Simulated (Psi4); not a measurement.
dimethyl selenide (C2H6Se), singlet, geometry from GFN2-xTB; M06-2X/aug-cc-pVDZ (Psi4).

The Psi4 input:
```
memory 2 GB

molecule {
0 1
C     1.42745564   -0.35252996    0.80410118
Se    0.01857231    0.17766848   -0.43947715
C    -1.49174355   -0.26246801    0.71714532
H     1.32047632   -1.40944573    1.03668694
H     2.38153568   -0.17314924    0.31701118
H     1.35160354    0.24752203    1.70786870
H    -1.46408325   -1.32353763    0.95374167
H    -2.40230747   -0.02556005    0.17451211
H    -1.43295603    0.33343014    1.62492343
}

set {
  basis aug-cc-pvdz
  s_tolerance 1e-3
  s_orthogonalization canonical
}

energy('m06-2x')
print_variables()
```

Q: What does Psi4 print? Leave out banner, timings and long lists.

A: 
```
   => Loading Basis Set <=

    Name: AUG-CC-PVDZ
    Role: ORBITAL
    Keyword: BASIS

         ---------------------------------------------------------
                                   SCF
               by Justin Turney, Rob Parrish, Andy Simmonett
                          and Daniel G. A. Smith
                              RKS Reference
         ---------------------------------------------------------

  ==> Geometry <==

    Molecular point group: c1
    Full point group: C1

    Geometry (in Angstrom), charge = 0, multiplicity = 1:

       Center              X                  Y                   Z               Mass
    ------------   -----------------  -----------------  -----------------  -----------------
         C            1.423225822371    -0.392993726144     0.904191532274    12.000000000000
         SE           0.014342492371     0.137204713856    -0.339386797726    79.916521800000
         C           -1.495973367629    -0.302931776144     0.817235672274    12.000000000000
         H            1.316246502371    -1.449909496144     1.136777292274     1.007825032230
         H            2.377305862371    -0.213613006144     0.417101532274     1.007825032230
         H            1.347373722371     0.207058263856     1.807959052274     1.007825032230
         H           -1.468313067629    -1.364001396144     1.053832022274     1.007825032230
         H           -2.406537287629    -0.066023816144     0.274602462274     1.007825032230
         H           -1.437185847629     0.292966373856     1.725013782274     1.007825032230

  Running in c1 symmetry.

  Rotational constants: A =      0.37828  B =      0.22833  C =      0.15058 [cm^-1]
  Rotational constants: A =  11340.51031  B =   6845.30745  C =   4514.38626 [MHz]
  Nuclear repulsion =  186.343255229806800

  Charge       = 0
  Multiplicity = 1
  Electrons    = 52
  Nalpha       = 26
  Nbeta        = 26

  ==> Algorithm <==

  SCF Algorithm Type is DF.
  DIIS enabled.
  MOM disabled.
  Fractional occupation disabled.
  Guess Type is SAD.
  Energy threshold   = 1.00e-06
  Density threshold  = 1.00e-06
  Integral threshold = 1.00e-12

  ==> Primary Basis <==

  Basis Set: AUG-CC-PVDZ
    Blend: AUG-CC-PVDZ
    Number of shells: 62
    Number of basis functions: 136
    Number of Cartesian functions: 143
    Spherical Harmonics?: true
    Max angular momentum: 2

  ==> DFT Potential <==

   => LibXC <=

    Version 7.1.2
[...]
   @DF-RKS iter   3: -2480.98406625922098   -1.72555e-01   8.53839e-04 ADIIS/DIIS
   @DF-RKS iter   4: -2480.99041831135901   -6.35205e-03   1.54119e-04 ADIIS/DIIS
   @DF-RKS iter   5: -2480.99063226186672   -2.13951e-04   5.31556e-05 DIIS
   @DF-RKS iter   6: -2480.99066259477468   -3.03329e-05   5.80194e-06 DIIS
   @DF-RKS iter   7: -2480.99066296819092   -3.73416e-07   1.51035e-06 DIIS
   @DF-RKS iter   8: -2480.99066300365530   -3.54644e-08   2.27370e-07 DIIS
  Energy and wave function converged.

  ==> Post-Iterations <==

   Electrons on quadrature grid:
      Ntotal   =   52.0000179410 ; deviation = 1.794e-05

    Orbital Energies [Eh]
    ---------------------

    Doubly Occupied:

[...]
    Virtual:

[...]
     129A      2.687150

    Final Occupation by Irrep:
              A
    DOCC [    26 ]
    NA   [    26 ]
    NB   [    26 ]

  @DF-RKS Final Energy: -2480.99066300365530

   => Energetics <=

    Nuclear Repulsion Energy =            186.3432552298068003
    One-Electron Energy =               -3820.3548829779883818
    Two-Electron Energy =                1200.3611084536698854
    DFT Exchange-Correlation Energy =     -47.3401437091438524
    Empirical Dispersion Energy =           0.0000000000000000
    VV10 Nonlocal Energy =                  0.0000000000000000
    Total Energy =                      -2480.9906630036552997

Computation Completed

Properties will be evaluated at   0.000000,   0.000000,   0.000000 [a0]

Properties computed using the SCF density matrix

 Multipole Moments:

 ------------------------------------------------------------------------------------
     Multipole            Electronic (a.u.)      Nuclear  (a.u.)        Total (a.u.)
 ------------------------------------------------------------------------------------

 L = 1.  Multiply by 2.5417464519 to convert [e a0] to [Debye]
 Dipole X            :          0.3899207           -0.4156465           -0.0257257
 Dipole Y            :          3.7301022           -3.9762026           -0.2461004
 Dipole Z            :         -9.2267052            9.8354543            0.6087491
 Magnitude           :                                                    0.6571170

 ------------------------------------------------------------------------------------

  Variable Map:
  ----------------------------------------------------------------------------
[...]
  Array Variable Map:
  ----------------------------------------------------------------------------
[...]
[...]
```
